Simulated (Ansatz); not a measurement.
Species: LaCl, charge 0, multiplicity 1. 
Geometry from a B3LYP-D3(BJ)/def2-TZVP (Ansatz, a program for electronic structure) optimisation:
```
La
Cl 1 2.5511
```
Charge 0, spin multiplicity 1.

Parts of the frozen-core correlation energy in def2-SVP (Ansatz, hartree). Frozen orbitals: 9; correlated occupied orbitals by spin: 5 and 5; virtual: 36 and 36. Spin-orbit coupling is left out. Past Kr the def2 sets carry scalar-relativistic core potentials. The restricted reference is unstable.

```
term                            value
-------------------------  ----------
reference (HF)             -490.54049
MP2 opposite-spin                 ___
MP2 same-spin                -0.04284
CCSD correlation                  ___
(T)                               ___
CCSDT minus CCSD(T)          -0.00047
T1 diagnostic                   0.017
largest doubles amplitude       0.189
```

Task: What belongs in the gaps?

Result: 
- MP2 opposite-spin, value: -0.12442
- CCSD correlation, value: -0.18764
- (T), value: -0.00523
